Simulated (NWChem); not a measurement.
Species: B₃N₃H₅, doublet; SMILES [B]1NBNBN1

Results from NWChem. Spin-unrestricted. In the optimisation the excess spin sits in a1 (C2v, its own frame). The geometry was optimised at PBE0/def2-SVP, spin-unrestricted. No frequency run checked for a minimum. No stability test was run on the SCF state. Level PBE0/def2-SVPD: single points from the atomic guess with DIIS by default; each run changes one setting, and all converged runs end within 0.3 mHa of each other. cgmin counts macro-iterations, each dearer than a DIIS step.

| setting | SCF iterations |
|---|---|
| defaults | 8 |
| quadratically convergent solver (cgmin) | 6 |
| DIIS on 3 Fock matrices | 9 |
| no level shifting | 8 |
| no DIIS, 40 % damping | 15 |
| core-Hamiltonian guess | 14 |
